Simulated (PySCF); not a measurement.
# One molecule, several mistakes: B2H6N2

All numbers below are calculated, not measured. The program is PySCF 2.14.0, an open-source quantum chemistry code, run on an isolated molecule that a program drew, which may never have been made. The molecule is B2H6N2 (charge 0, singlet), drawn as the SMILES string `NBBN`.

Each row is a Hartree-Fock (HF) and frozen-core CCSD(T) single point in the cc-pVDZ basis, meant for a local HF minimum. Run 1 is clean. Each other run has one planted mistake out of seven kinds, and not every kind appears here: one electron removed, one electron added, multiplicity raised by two, geometry at a saddle point, minimal basis STO-3G, one bond length entered in bohr, all coordinates scaled. The reference is restricted for singlets and unrestricted otherwise, and also for a bond in bohr. Adding or removing an electron swaps singlet and doublet. Electrons count all cores. HOMO and LUMO are orbital energies over both spins, the gradient is its largest component, and the lowest frequency (negative if imaginary) is given only where the gradient is small. Bond lengths are over the 9 bonds as drawn. T1 is the CCSD diagnostic: over 0.02 (restricted) or 0.045 (unrestricted) a single reference is doubtful.

Geometry of the clean run:
```xyz
10
B2H6N2, angstrom
N    -0.7292   -0.1539    2.2739
B     0.4021   -0.3551    1.4791
B     0.3415   -0.4831   -0.2359
N     0.1194    0.6082   -1.0794
H    -1.6548   -0.0727    1.9073
H    -0.6956   -0.1095    3.2713
H     1.4525   -0.4489    2.0743
H     0.5051   -1.5487   -0.7874
H    -0.0172    1.5417   -0.7511
H     0.1141    0.5368   -2.0758
```

```
run  electrons  basis functions  <S^2>  HOMO (eV)  LUMO (eV)  gradient (hartree/bohr)  lowest frequency (cm^-1)  mean bond (Å)  longest bond (Å)      T1  HF (hartree)  CCSD(T) (hartree)             mistake
  1         30               86  0.000     -10.43       3.91                  6.8e-06                        60         1.2147             1.721  0.0156    -161.84025         -162.41264            no fault
  2         31               86  0.759       2.71       9.28                  5.4e-02                         -         1.2147             1.721  0.0162    -161.71717         -162.31047  one electron added
  3         29               86  0.767     -17.50      -7.55                  1.3e-01                         -         1.2147             1.721  0.0234    -161.50907         -162.06537                   ?
  4         30               86  0.000     -10.45       3.28                  6.5e-02                         -         1.3156             1.864  0.0196    -161.78488         -162.37439                   ?
```

**Which mistake was planted in run 3, and what did it cost?**

It counts 29 electrons, one fewer than the clean run, at the same geometry and basis. So the mistake is: one electron removed. Subtracting run 1 and multiplying by 627.51 kcal/mol a hartree, the energy moved by 207.8 kcal/mol in HF and 217.9 kcal/mol in CCSD(T).

**Which mistake was planted in run 4, and what did it cost?**

The mean and the longest bond both change by the same factor, 1.083, and the gradient is no longer small. So the mistake is: all coordinates scaled. Subtracting run 1 and multiplying by 627.51 kcal/mol a hartree, the energy moved by 34.7 kcal/mol in HF and 24.0 kcal/mol in CCSD(T).

Cautions from the logs. Run 2: the HOMO is above zero, so the electron isn't bound and the energy depends on the basis.
